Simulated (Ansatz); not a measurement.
CH$_{3}$F$_{2}$NOSi, SMILES `O[SiH]1NC1(F)F`, 9 atoms. Total charge 0; spin multiplicity 1. All runs use 4 threads of an Arm Neoverse V2 on a shared host. Correlated methods freeze the cores.

(1) Give the basis size and wall time and peak host memory of each of these runs in Ansatz. RHF-CCSD(T)/def2-SVP energy; direct RPA on PBE orbitals/def2-TZVPP energy; RKS ωB97M-V/def2-QZVPP energy; RKS PBE0-D4/def2-TZVP relaxation (10 steps); RHF-MP2/def2-QZVPP energy; RKS r2SCANh-D4/def2-TZVPP energy; RHF-CCSD(T)/def2-TZVPP energy; RKS ωB97M-V/def2-TZVPP energy and forces; RKS PBE0-D4/def2-TZVP frequencies; RKS PBE0-D4/def2-SVP energy; RKS B2PLYP (frozen core)/def2-TZVPP energy; RKS ωB97M-V/def2-SVP energy. (An estimate is asked.)

Results:

(1) Computed: Other jobs shared the machine, so times are rough.

```tsv
level	job	functions	wall time	peak host memory (GiB)
RKS PBE0-D4/def2-SVP	energy	103	0.85 s	0.45
RKS ωB97M-V/def2-SVP	energy	103	3.3 s	0.45
RKS r2SCANh-D4/def2-TZVPP	energy	239	4.4 s	0.59
direct RPA on PBE orbitals/def2-TZVPP	energy	239	4.4 s	0.55
RKS B2PLYP (frozen core)/def2-TZVPP	energy	239	4.5 s	0.62
RHF-CCSD(T)/def2-SVP	energy	103	5.5 s	0.49
RKS ωB97M-V/def2-TZVPP	energy and forces	239	9 s	0.81
RKS ωB97M-V/def2-QZVPP	energy	445	15 s	1.8
RHF-MP2/def2-QZVPP	energy	445	16 s	2.5
RKS PBE0-D4/def2-TZVP	relaxation (10 steps)	210	34 s	0.54
RKS PBE0-D4/def2-TZVP	frequencies	210	110 s	0.54
RHF-CCSD(T)/def2-TZVPP	energy	239	2.6 min	4.9
```
